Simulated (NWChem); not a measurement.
System: C4H5FO; SMILES O=CC1(CC1)F

```xyz
11

O     -0.1029     2.0287     0.0000
C      0.6534     1.0934     0.0000
C      0.2096    -0.3239     0.0000
F      1.2430    -1.2041     0.0000
C     -1.0357    -0.7001     0.7470
C     -1.0357    -0.7001    -0.7470
H      1.7666     1.2148     0.0000
H     -0.9990    -1.6647     1.2592
H     -1.5521     0.1100     1.2689
H     -0.9990    -1.6647    -1.2592
H     -1.5521     0.1100    -1.2689
```
Atoms are numbered in this order, from 1.

The geometry was optimised at PBE0/def2-SVP.

**Question.** Give the principal values of the shielding tensors (ppm) of O1, C2, C3, F4, C5 from BHandHLYP/pcSseg-1, GIAO (NWChem), with their diamagnetic and paramagnetic parts as GIAO splits them.

**Answer.** 
```tsv
atom	σ11	σ22	σ33	isotropic	diamagnetic	paramagnetic
O1	-953.8	-426.2	391.2	-329.6	402.3	-731.9
C2	-115.3	-45.8	87.3	-24.6	248.4	-273.0
C3	61.4	83.8	169.7	105.0	245.6	-140.7
F4	346.6	430.2	481.6	419.5	476.5	-57.0
C5	133.8	169.0	193.8	165.6	247.3	-81.7
```
